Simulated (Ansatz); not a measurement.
Zn8H26S8: single points at one geometry.

```yaml
crystal:
  periodic: [false, false, false]
  atoms:
    - {symbol: S, position_ang: [-2.444938, -2.911535, -0.668990]}
    - {symbol: Zn, position_ang: [-4.600367, -2.241921, 0.145395]}
    - {symbol: S, position_ang: [-4.259552, -1.602828, 2.467575]}
    - {symbol: S, position_ang: [0.772959, -2.344808, -2.216188]}
    - {symbol: Zn, position_ang: [-1.092132, -2.548267, 1.298197]}
    - {symbol: S, position_ang: [-1.391876, -0.174045, 1.067813]}
    - {symbol: Zn, position_ang: [-2.151549, 2.441731, 0.993742]}
    - {symbol: S, position_ang: [0.206298, 1.097252, -2.131420]}
    - {symbol: Zn, position_ang: [1.451775, -2.347003, 0.117976]}
    - {symbol: S, position_ang: [2.107076, -0.147579, 0.767891]}
    - {symbol: Zn, position_ang: [0.401186, 0.936685, 2.388901]}
    - {symbol: S, position_ang: [0.285280, 2.948251, 1.042143]}
    - {symbol: Zn, position_ang: [-1.220564, 2.975255, -1.568203]}
    - {symbol: Zn, position_ang: [4.011139, -1.638247, 0.219929]}
    - {symbol: S, position_ang: [4.169876, 1.948195, -0.742636]}
    - {symbol: Zn, position_ang: [2.387800, 4.253561, -0.377081]}
    - {symbol: H, position_ang: [-2.658931, -4.257978, -0.707627]}
    - {symbol: H, position_ang: [-0.568769, -2.563136, -1.938572]}
    - {symbol: H, position_ang: [-4.556717, -0.188245, -0.677850]}
    - {symbol: H, position_ang: [-5.984142, -2.580552, -0.486634]}
    - {symbol: H, position_ang: [-4.988010, -2.649043, 2.957622]}
    - {symbol: H, position_ang: [-2.951270, -2.342486, 2.582408]}
    - {symbol: H, position_ang: [3.699983, -1.403637, -2.132222]}
    - {symbol: H, position_ang: [0.592144, -0.936420, -2.331320]}
    - {symbol: H, position_ang: [-1.857603, -2.972896, 2.670440]}
    - {symbol: H, position_ang: [-0.789032, 0.037774, -0.146097]}
    - {symbol: H, position_ang: [-3.059449, 2.772358, 2.215939]}
    - {symbol: H, position_ang: [1.304817, 1.909067, -2.334546]}
    - {symbol: H, position_ang: [-3.874919, -0.100215, -0.310403]}
    - {symbol: H, position_ang: [3.036805, -3.037567, 0.004484]}
    - {symbol: H, position_ang: [0.453188, -3.235109, 1.093036]}
    - {symbol: H, position_ang: [1.569393, 0.356910, -0.419294]}
    - {symbol: H, position_ang: [0.652560, 0.643220, 3.897503]}
    - {symbol: H, position_ang: [0.493215, 2.159786, -0.077865]}
    - {symbol: H, position_ang: [-2.437988, 2.203090, -0.654257]}
    - {symbol: H, position_ang: [-1.174246, 4.377522, -2.237783]}
    - {symbol: H, position_ang: [3.886271, -0.673972, -1.936661]}
    - {symbol: H, position_ang: [5.511057, -1.335682, 0.458087]}
    - {symbol: H, position_ang: [5.034936, 2.751808, -1.429991]}
    - {symbol: H, position_ang: [5.126500, 1.588535, 0.164350]}
    - {symbol: H, position_ang: [3.034432, 5.138466, 0.742088]}
    - {symbol: H, position_ang: [1.873335, 3.693709, -1.769866]}
basis:
  gaussian: {orbitals: def2-SVP, initial_orbitals: start.molden}
hamiltonian: {xc: pbe}
correlation: {method: rpa, frozen_orbitals: {H: 0, S: 5, Zn: 9}}
scf: {omitted_lower_state_checks: [starts]}
```

The file start.molden holds the orbitals of an earlier run on this structure, at another level or in another basis.

```sh
$ ansatz run in.yaml --threads 2 --pin off --events-out ev --progress --plain --max-ram 32768MiB --backend cuda --devices 0, --max-vram 18GiB
```

Shortened log:

```
Functional definition: PBE
5032 factors; integrals over basis functions are off by at most 1.4e-3 eV
mean field evaluation 1: about -474285.8309 eV, gradient 1.6e1 eV
mean field evaluation 2: about -474286.3919 eV, gradient 5.6e-1 eV
mean field evaluation 4: about -474286.3365 eV, gradient 3.2e-3 eV
mean field evaluation 8: about -474286.3365 eV, gradient 7.1e-7 eV
mean field -474286.33651111 eV, -17429.7013839579 hartree, gradient 7.4e-7 eV, S^2 0.000000; 0 other end points of the search recorded, 0 dependent functions left out
112 core orbitals not correlated: weight in the atoms' cores, before any rotation towards them, 1.000 or more for the frozen orbitals, at most 0.000 for the correlated occupied ones
reference -473873.54844357 eV, -17414.5317022737 hartree; 85, 85 occupied and 325, 325 virtual orbitals, 5032 factors
Total energy: -474023.55632382 eV, -17420.0443901938 hartree
Checks for a lower state left out: starts
```

Run time 11 s (2 threads of AMD EPYC 7R13 on a shared host and a share (18 GiB) of an NVIDIA H100 80GB HBM3), peak host memory 3 GiB.

Geometry: PBE-D4/def2-SVP, loosely relaxed.

Correlated methods freeze 112 core orbitals. The geometry of the charge 0 singlet is only loosely relaxed. In the singlet geometry the species has come apart into loosely held pieces. In the singlet, H23 and H37 lie 0.78 Å apart, H19 and H29 lie 0.78 Å apart, H22 and H25 lie 1.27 Å apart (atoms count from 1), so H2 has formed as a molecule.
